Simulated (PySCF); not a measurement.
Species: C3HO2 (charge +1, singlet). It need not be the lowest isomer of its formula. 
Structure (B3LYP-D3(BJ)/def2-TZVP (Ansatz) minimum search):
```xyz
6

O     -2.2950    -0.3845     0.5204
C     -1.1192    -0.1344     0.2236
C      0.0692     0.0105    -0.0150
C      1.3476     0.1745    -0.2764
O      2.4456     0.3150    -0.5007
H     -2.9903     0.2526     0.2495
```
Charge +1, spin multiplicity 1.

Dispersion corrections to the total energy (kcal/mol) from the dftd3 and dftd4 libraries through PySCF: D3(BJ) without and D4 with the three-body term, each with the damping fitted for the functional named.

| functional | D3(BJ) | D4 |
|---|---|---|
| BP86 | ___ | -2.37 |
| TPSSh | -2.43 | -2.22 |
| PBE | ___ | -1.81 |
| PW6B95 | -1.03 | -1.63 |
| CAM-B3LYP | ___ | -1.51 |
| B2PLYP | -1.70 | -1.26 |
| BLYP | -4.57 | -4.10 |

Q: What belongs in the gaps?

A: 
- BP86, D3(BJ): -3.34
- PBE, D3(BJ): -2.12
- CAM-B3LYP, D3(BJ): -1.62
